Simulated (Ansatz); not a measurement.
Species: ReCl, net charge 0, quintet state. The spin state was set by rule; other spins were not relaxed. 
Geometry from a B3LYP-D3(BJ)/def2-TZVP (Ansatz, a first-principles code) optimisation:
```
Re
Cl 1 2.2104
```
Charge 0, spin multiplicity 5.

Wanted: vertical ionisation energy (to the sextet state of charge +1; each state is the SCF solution reached for its spin; the UHF <S^2> is 6.64 for the quintet (pure: 6.00); for the quintet T1 is 0.086), in eV. Correlated levels leave the core frozen unless marked. Open shells are spin-unrestricted. No spin-orbit coupling. Frozen are the shells of the preceding noble gas and the d and f shells that filled before the atom's block. Past Kr the def2 sets carry scalar-relativistic core potentials. Basis-set limits of correlation are two-point, X^-3; Hartree-Fock from the larger set.

```csv
level,program,vertical ionisation energy (eV)
SVWN5/def2-TZVPD,Ansatz,7.91
PBE/def2-TZVPD,Ansatz,7.50
PBE0/def2-TZVPD,Ansatz,7.37
CAM-B3LYP/def2-TZVPD,Ansatz,7.76
```

Task: Predict the CCSD(T)/CBS(def2-TZVPPD,def2-QZVPPD) result (Ansatz).

Result: 7.53 eV
